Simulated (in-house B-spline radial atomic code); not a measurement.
Atomic self-consistent-field run: neutral manganese (an excited or competing configuration). Level of theory: Dirac-Hartree-Fock, average of the jj configuration, Fermi nucleus of rms radius 3.7057 fm; calculated with a radial B-spline atomic code at the basis-set limit.

In the input, a minus or plus after the letter marks the j = l - 1/2 or j = l + 1/2 subshell.

Command:
```bash
python run_scf.py task.json out
```
Settings (nuclear radius in fm, mass in u):
```
Z                25
configuration    1s2 2s2 2p6 3s2 3p6 3d-4 3d+1 4s2
hamiltonian      dirac
method           hf
spin_polarised   False
nucleus          fermi
rms_radius       3.7057
atomic_mass      54.93804
speed_of_light   137.035999084
```

Output (hartree, bohr):
```
 radial grid: 78 intervals, B-splines of order 8, outer radius 50 bohr

 iter        energy (Eh)    residual
    1      -1145.7816190    3.70e-01
    2      -1152.0690899    4.04e-01
    3      -1156.7678694    1.11e-01
    4      -1157.2759517    4.92e-02
    5      -1157.3389080    1.67e-02
    6      -1157.3499085    6.13e-03
    7      -1157.3515920    1.59e-03
    8      -1157.3517826    3.87e-04
    9      -1157.3517926    3.76e-05
   10      -1157.3517928    6.55e-06
   11      -1157.3517928    5.61e-07
   12      -1157.3517928    7.90e-08

 total energy                    -1157.351793
 kinetic                           1173.00941
 electron-nucleus                 -2767.50246
 electron-electron                  437.14126

 first-order corrections (not in the total)
   Gaunt                            0.44926
   retardation                     -0.03903
   frequency dependence            -0.00099
   self-energy                      0.29713
   Uehling                         -0.02458
   Wichmann-Kroll                   0.00014
   recoil                           0.00898

 orbital      occ     eigenvalue          <r>       <r^2>       <1/r>       r_max    small
 1s1/2      2.000     -242.63156    0.0608596  0.00498157     24.9337     0.03988  8.07e-03
 2s1/2      2.000      -29.57777     0.277489   0.0909549     5.35729      0.2317  1.48e-03
 2p1/2      2.000      -25.22268     0.244783    0.073742     5.26544      0.1869  1.45e-03
 2p3/2      4.000      -24.78102     0.247095   0.0749299     5.18862      0.1892  1.43e-03
 3s1/2      2.000       -3.91215      0.85103    0.834457     1.65082      0.7356  3.07e-04
 3p1/2      2.000       -2.67968     0.902338    0.959144     1.51962      0.7511  2.70e-04
 3p3/2      4.000       -2.43677     0.911554    0.977964     1.49574      0.7577  2.63e-04
 3d3/2      4.000       -0.56367      1.15806     1.74194     1.15061      0.7727  1.68e-04
 3d5/2      1.000       -0.52906      1.17721     1.80835     1.13665      0.7782  1.65e-04
 4s1/2      2.000       -0.25399      3.31921     12.8262    0.385002       2.654  2.12e-05
```

Time taken, with all properties: 1.5 s on 1 thread of Arm Neoverse V1 (shared host).

For the Dirac Hamiltonian the kinetic term is c α·p + (β - 1)c².
